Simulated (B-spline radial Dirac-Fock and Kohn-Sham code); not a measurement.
**Magnetic form factor of the 4f shell of Er¹⁵⁺**

System: Er¹⁵⁺ in the configuration [Kr] 4d10 4f7.

Method: relativistic Hartree-Fock (Dirac-Fock) wave functions, averaged over the configuration. Computed with a radial B-spline solver. ⟨j_K⟩ is the integral of the 4f radial density with the spherical Bessel function j_K(4πsr), s = sin θ/λ.

Hund's rules give S = 7/2, L = 0, J = 7/2 for 4f7, so g = 2.000, and the dipole approximation is F = ⟨j0⟩ + C₂⟨j2⟩ with C₂ = (2 − g)/g = 0.000.

| s (Å⁻¹) | ⟨j0⟩ | ⟨j2⟩ | ⟨j4⟩ | ⟨j6⟩ | F (dipole) |
| --- | --- | --- | --- | --- | --- |
| 0 | 1.0000 | 0.0000 | 0.0000 | 0.0000 | 1.0000 |
| 0.05 | 0.9922 | 0.0031 | 0.0000 | 0.0000 | 0.9922 |
| 0.1 | 0.9692 | 0.0122 | 0.0001 | 0.0000 | 0.9692 |
| 0.15 | 0.9321 | 0.0267 | 0.0003 | 0.0000 | 0.9321 |
| 0.2 | 0.8826 | 0.0456 | 0.0010 | 0.0000 | 0.8826 |
| 0.25 | 0.8232 | 0.0676 | 0.0023 | 0.0001 | 0.8232 |
| 0.3 | 0.7562 | 0.0914 | 0.0044 | 0.0001 | 0.7562 |
| 0.35 | 0.6843 | 0.1155 | 0.0076 | 0.0003 | 0.6843 |
| 0.4 | 0.6102 | 0.1387 | 0.0118 | 0.0007 | 0.6102 |
| 0.45 | 0.5362 | 0.1600 | 0.0173 | 0.0013 | 0.5362 |
| 0.5 | 0.4642 | 0.1785 | 0.0237 | 0.0021 | 0.4642 |
| 0.6 | 0.3323 | 0.2050 | 0.0392 | 0.0050 | 0.3323 |
| 0.7 | 0.2226 | 0.2167 | 0.0562 | 0.0096 | 0.2226 |
| 0.8 | 0.1372 | 0.2152 | 0.0727 | 0.0158 | 0.1372 |
| 0.9 | 0.0747 | 0.2035 | 0.0868 | 0.0233 | 0.0747 |
| 1 | 0.0313 | 0.1852 | 0.0975 | 0.0315 | 0.0313 |
| 1.1 | 0.0029 | 0.1636 | 0.1042 | 0.0396 | 0.0029 |
| 1.2 | -0.0143 | 0.1411 | 0.1072 | 0.0471 | -0.0143 |
| 1.4 | -0.0279 | 0.0991 | 0.1041 | 0.0586 | -0.0279 |
| 1.6 | -0.0273 | 0.0657 | 0.0932 | 0.0646 | -0.0273 |

Radial moments of the shell: ⟨r²⟩ = 0.4254, ⟨r⁴⟩ = 0.3244, ⟨r⁶⟩ = 0.3921 in powers of bohr.
